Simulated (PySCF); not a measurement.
# Atomic charges against the basis set

Species: trimethylchlorosilane, C₃H₉ClSi.
Bonds: C1–Si2, Si2–C3, Si2–C4, Si2–Cl5. Hydrogens: H6, H7, H8 on C1; H9, H10, H11 on C3; H12, H13, H14 on C4.

PBE0 throughout (PySCF), one geometry, spherical d and f functions. Geometry: PBE0-D3(BJ)/def2-SVP; no solvent, vibrations or thermal averaging. Atoms taken as equivalent share a column and are averaged.

Mulliken charges (e):

| basis | functions | C1/C3/C4 | Si2 | Cl5 | H6 (×9) |
| --- | --- | --- | --- | --- | --- |
| STO-3G | 42 | -0.403 | +0.847 | -0.382 | +0.082 |
| 6-31G | 71 | -0.814 | +0.931 | -0.327 | +0.204 |
| pcSseg-0 | 71 | -1.181 | +1.545 | -0.391 | +0.265 |
| 6-31G* | 96 | -0.761 | +0.769 | -0.317 | +0.203 |
| def2-SVP | 123 | -0.327 | +0.587 | -0.310 | +0.078 |
| cc-pVDZ | 123 | -0.252 | +0.422 | -0.291 | +0.069 |
| pcSseg-1 | 144 | -0.618 | +0.892 | -0.378 | +0.149 |
| aug-cc-pVDZ | 204 | +0.542 | +1.554 | -0.571 | -0.290 |
| 6-311+G(2d,p) | 205 | -0.658 | +0.781 | -0.277 | +0.163 |
| def2-TZVP | 221 | -0.477 | +0.458 | -0.292 | +0.141 |
| IGLO-III | 283 | -0.639 | +0.998 | -0.397 | +0.146 |
| cc-pVTZ | 284 | -0.384 | +0.474 | -0.295 | +0.108 |
| pcSseg-2 | 320 | -0.278 | +0.647 | -0.314 | +0.056 |

IAO charges (e):

```tsv
basis	functions	C1/C3/C4	Si2	Cl5	H6 (×9)
STO-3G	42	-0.639	+0.973	-0.315	+0.140
6-31G	71	-0.722	+1.001	-0.344	+0.168
pcSseg-0	71	-0.729	+1.017	-0.332	+0.167
6-31G*	96	-0.724	+1.105	-0.360	+0.158
def2-SVP	123	-0.716	+1.114	-0.350	+0.154
cc-pVDZ	123	-0.721	+1.107	-0.356	+0.157
pcSseg-1	144	-0.729	+1.126	-0.359	+0.158
aug-cc-pVDZ	204	-0.734	+1.115	-0.362	+0.161
6-311+G(2d,p)	205	-0.745	+1.139	-0.363	+0.162
def2-TZVP	221	-0.749	+1.152	-0.364	+0.162
IGLO-III	283	-0.748	+1.146	-0.360	+0.162
cc-pVTZ	284	-0.746	+1.142	-0.363	+0.162
pcSseg-2	320	-0.749	+1.148	-0.364	+0.162
```

Hirshfeld charges (e):

```
        basis  functions  C1/C3/C4     Si2     Cl5  H6 (×9)
       STO-3G         42    -0.124  +0.527  -0.318   +0.018
        6-31G         71    -0.198  +0.385  -0.206   +0.046
     pcSseg-0         71    -0.202  +0.426  -0.191   +0.041
       6-31G*         96    -0.198  +0.365  -0.193   +0.047
     def2-SVP        123    -0.214  +0.401  -0.161   +0.045
      cc-pVDZ        123    -0.209  +0.400  -0.175   +0.045
     pcSseg-1        144    -0.216  +0.414  -0.170   +0.045
  aug-cc-pVDZ        204    -0.225  +0.408  -0.158   +0.047
6-311+G(2d,p)        205    -0.215  +0.395  -0.160   +0.046
    def2-TZVP        221    -0.219  +0.395  -0.158   +0.047
     IGLO-III        283    -0.223  +0.397  -0.144   +0.046
      cc-pVTZ        284    -0.218  +0.398  -0.164   +0.047
     pcSseg-2        320    -0.225  +0.405  -0.157   +0.047
```

Some averages cover members that differ in this geometry, most widely: H6 (×9), Mulliken in aug-cc-pVDZ -0.312 to -0.249 e.

Which scheme is steadiest as the basis changes?

Largest range over the bases for any column: Hirshfeld 0.17 e, IAO 0.18 e, Mulliken 1.72 e. Hirshfeld and IAO charges move least and Mulliken charges most, counted in e. Without the minimal STO-3G basis the ranges are Hirshfeld 0.06, IAO 0.15, Mulliken 1.72 e.

How much do the charges still move between the two largest bases, cc-pVTZ and pcSseg-2?

At most, over all atoms: Mulliken 0.173 e, IAO 0.006 e, Hirshfeld 0.007 e.

What do the same runs give for the total energy, the frontier levels and the dipole moment?

```json
{"basis": "STO-3G", "energy (Eh)": "-859.3821", "HOMO (eV)": "-6.08", "LUMO (eV)": "4.93", "μ (D)": "3.16"}
{"basis": "6-31G", "energy (Eh)": "-868.9819", "HOMO (eV)": "-8.26", "LUMO (eV)": "1.38", "μ (D)": "3.27"}
{"basis": "pcSseg-0", "energy (Eh)": "-867.9639", "HOMO (eV)": "-8.46", "LUMO (eV)": "1.23", "μ (D)": "2.95"}
{"basis": "6-31G*", "energy (Eh)": "-869.0562", "HOMO (eV)": "-8.21", "LUMO (eV)": "1.58", "μ (D)": "2.68"}
{"basis": "def2-SVP", "energy (Eh)": "-868.7776", "HOMO (eV)": "-8.19", "LUMO (eV)": "1.42", "μ (D)": "2.24"}
{"basis": "cc-pVDZ", "energy (Eh)": "-869.1007", "HOMO (eV)": "-8.20", "LUMO (eV)": "1.52", "μ (D)": "2.44"}
{"basis": "pcSseg-1", "energy (Eh)": "-869.0541", "HOMO (eV)": "-8.40", "LUMO (eV)": "1.08", "μ (D)": "2.52"}
{"basis": "aug-cc-pVDZ", "energy (Eh)": "-869.1139", "HOMO (eV)": "-8.33", "LUMO (eV)": "-0.27", "μ (D)": "2.39"}
{"basis": "6-311+G(2d,p)", "energy (Eh)": "-869.1582", "HOMO (eV)": "-8.36", "LUMO (eV)": "-0.12", "μ (D)": "2.35"}
{"basis": "def2-TZVP", "energy (Eh)": "-869.1696", "HOMO (eV)": "-8.33", "LUMO (eV)": "0.86", "μ (D)": "2.24"}
{"basis": "IGLO-III", "energy (Eh)": "-869.1692", "HOMO (eV)": "-8.28", "LUMO (eV)": "0.47", "μ (D)": "2.10"}
{"basis": "cc-pVTZ", "energy (Eh)": "-869.1769", "HOMO (eV)": "-8.32", "LUMO (eV)": "0.86", "μ (D)": "2.30"}
{"basis": "pcSseg-2", "energy (Eh)": "-869.1868", "HOMO (eV)": "-8.38", "LUMO (eV)": "0.29", "μ (D)": "2.39"}
```

The dipole is fixed by the density alone, so its range of 1.17 D shows that the density itself changes with the basis, not only its division among atoms.
